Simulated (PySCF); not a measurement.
Compound: C3H8O2Si.
Numbering: `[O:1]=[C:2]([OH:3])[CH2:4][CH2:5][SiH3:6]` (hydrogens: H7 on O3; H8, H9 on C4; H10, H11 on C5; H12, H13, H14 on Si6)

Computed geometry: GFN2-xTB, gas phase.

(1) What internal coordinates does the optimisation give?

Answers

(1) 
```csv
bond,length (pm)
O1=C2,120.5
C2–O3,133.5
C2–C4,149.8
C4–C5,152.3
C5–Si6,191.5
O3–H7,97.1
"C4–H8, C4–H9",109.3
"C5–H10, C5–H11",109.0
"Si6–H12, Si6–H13",145.9
Si6–H14,147.5
```

Bonds in one row agree within 1 pm and their mean is given. A selection of angles:
```csv
angle,degrees
O1–C2–O3,122.2
O1–C2–C4,124.5
O3–C2–C4,113.3
C2–O3–H7,110.8
C2–C4–C5,110.6
C2–C4–H8,106.6
C2–C4–H9,109.0
C5–C4–H8,109.8
C5–C4–H9,112.9
H8–C4–H9,107.7
C4–C5–Si6,113.3
C4–C5–H10,108.4
C4–C5–H11,108.9
Si6–C5–H10,110.2
H10–C5–H11,106.6
C5–Si6–H12,112.6
C5–Si6–H13,110.4
C5–Si6–H14,104.4
H12–Si6–H13,114.8
H12–Si6–H14,107.0
```

Torsions: O1–C2–C4–C5 -29° (synperiplanar); C2–C4–C5–Si6 48° (synclinal); H7–O3–C2–O1 -1° (synperiplanar). The mirror-image conformer, all signs reversed, is as good.

The C–O distances run from 1.205 Å (O1=C2, drawn double) to 1.335 Å (C2–O3, drawn single), a spread of 0.130 Å. Si6 (SiH3 silicon) is distorted tetrahedral (angles from 104.4° to 114.8°). The 2 C–C bonds span 1.498 Å (C2–C4, drawn single) to 1.523 Å (C4–C5, drawn single), a spread of 0.025 Å. O3 (acid hydroxyl oxygen) is bent (angle 110.8°). Of the pairs four or more bonds apart, O1···Si6 is among the closest relative to their van der Waals radii: 2.66 Å, 74 % of the sum of Bondi's values.

Point group: C1 (no symmetry element, even within 0.4 Å). No frequency check. The numbers are those of one conformer (O1–C2–O3–H -1°, O1–C2–C4–C5 -29°, C2–C4–C5–Si6 48°).
